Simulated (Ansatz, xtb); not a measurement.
**Relative energy of two isomers of C5H6Cl2Si**

We compare I, `C=C1C[Si@H](Cl)C=C1Cl`, a singlet, with II, `Cl[SiH2]C1=CC(Cl)=CC1`, a singlet. Both are isolated molecules in the gas phase, relaxed with B3LYP/def2-SVP; the shapes shown needn't be the lowest conformers.

I (Å):

```yaml
atoms:
  - { symbol: C, position_ang: [-2.2837, 0.3090, -0.2798] }
  - { symbol: C, position_ang: [-1.3161, -0.5266, 0.1299] }
  - { symbol: C, position_ang: [-0.1754, -1.0147, -0.7631] }
  - { symbol: C, position_ang: [-0.2203, -1.9213, 1.8295] }
  - { symbol: C, position_ang: [-1.2264, -1.0765, 1.5040] }
  - { symbol: Cl, position_ang: [0.8616, -4.1474, -0.3517] }
  - { symbol: Cl, position_ang: [-2.4420, -0.6063, 2.6720] }
  - { symbol: Si, position_ang: [0.8500, -2.1715, 0.3325] }
  - { symbol: H, position_ang: [-2.3040, 0.6826, -1.3066] }
  - { symbol: H, position_ang: [-3.0733, 0.6385, 0.3980] }
  - { symbol: H, position_ang: [0.4241, -0.1646, -1.1293] }
  - { symbol: H, position_ang: [-0.5650, -1.5367, -1.6518] }
  - { symbol: H, position_ang: [2.2786, -1.7985, 0.5002] }
  - { symbol: H, position_ang: [-0.1362, -2.3430, 2.8323] }
```

II (Å):

```yaml
atoms:
  - { symbol: C, position_ang: [-0.7543, -1.1019, -0.0892] }
  - { symbol: C, position_ang: [-0.6950, -2.3809, 0.3719] }
  - { symbol: C, position_ang: [-0.2201, -2.3772, 1.7577] }
  - { symbol: C, position_ang: [0.0101, -1.1099, 2.1709] }
  - { symbol: C, position_ang: [-0.3099, -0.1850, 1.0331] }
  - { symbol: Cl, position_ang: [-2.9736, 0.6578, -1.6576] }
  - { symbol: Cl, position_ang: [-0.0117, -3.8300, 2.6800] }
  - { symbol: Si, position_ang: [-1.3021, -0.5946, -1.7883] }
  - { symbol: H, position_ang: [-0.2529, 0.1857, -2.4995] }
  - { symbol: H, position_ang: [-1.6698, -1.8044, -2.5699] }
  - { symbol: H, position_ang: [-0.9552, -3.2907, -0.1720] }
  - { symbol: H, position_ang: [0.3640, -0.8006, 3.1537] }
  - { symbol: H, position_ang: [0.5642, 0.4283, 0.7403] }
  - { symbol: H, position_ang: [-1.1053, 0.5384, 1.2965] }
```

Quicker runs give these differences E(II) − E(I): GFN2-xTB −11.3 kcal/mol; HF/STO-3G +5.5 kcal/mol (at GFN2-xTB geometries); r2SCAN-D4/def2-SVP +7.5 kcal/mol (at GFN2-xTB geometries).

**Question.** Estimate which is lower in electronic energy at CCSD(T)/def2-SVP + ΔMP2/def2-TZVPP, and by roughly how much.

**Answer.** The CCSD(T)/def2-SVP + ΔMP2/def2-TZVPP calculation puts structure I lower, by 8.3 kcal/mol.

The same difference at several levels:

```
                             level        geometry  E(II) − E(I) (kcal/mol)  departure from the last row (kcal/mol)  job, with rough time for the two
                          GFN2-xTB        GFN2-xTB                     −11.3                                   −19.6              optimisation, 0.44 s
                         HF/STO-3G        GFN2-xTB                      +5.5                                    −2.8              single point, 0.48 s
                r2SCAN-D4/def2-SVP        GFN2-xTB                      +7.5                                    −0.8                 single point, 5 s
                    B3LYP/def2-SVP  B3LYP/def2-SVP                      +6.3                                    −2.0                optimisation, 55 s
                       HF/def2-SVP  B3LYP/def2-SVP                      +5.8                                    −2.4           part of the CCSD(T) run
                      MP2/def2-SVP  B3LYP/def2-SVP                      +5.7                                    −2.6           part of the CCSD(T) run
                  CCSD(T)/def2-SVP  B3LYP/def2-SVP                      +6.5                                    −1.8                      single point
CCSD(T)/def2-SVP + ΔMP2/def2-TZVPP  B3LYP/def2-SVP                      +8.3                                                     single point, 1.7 min
```

As drawn, II has 1 C–C, 1 Si–H in place of 1 C–Si, 1 C–H.

GFN2-xTB puts the two in the other order. The largest departure from CCSD(T)/def2-SVP + ΔMP2/def2-TZVPP is that of GFN2-xTB, 19.6 kcal/mol. The last row adds to CCSD(T) the change of the MP2 difference between the two basis sets, here +1.8 kcal/mol.

With thermal terms from frequencies at re-optimised GFN2-xTB minima (ideal gas, soft modes damped towards free rotors, one conformer each, 298.15 K, 1 atm): on the last row, ΔE + ΔZPE = +6.8, ΔH = +6.9, ΔG = +6.6 kcal/mol.

The correlated steps freeze 20 core orbitals. Mirror images aren't counted in ΔG. Programs: Ansatz 0.2.0, xtb 6.7.1; the last row on 4 threads of Arm Neoverse V2 on a shared host.
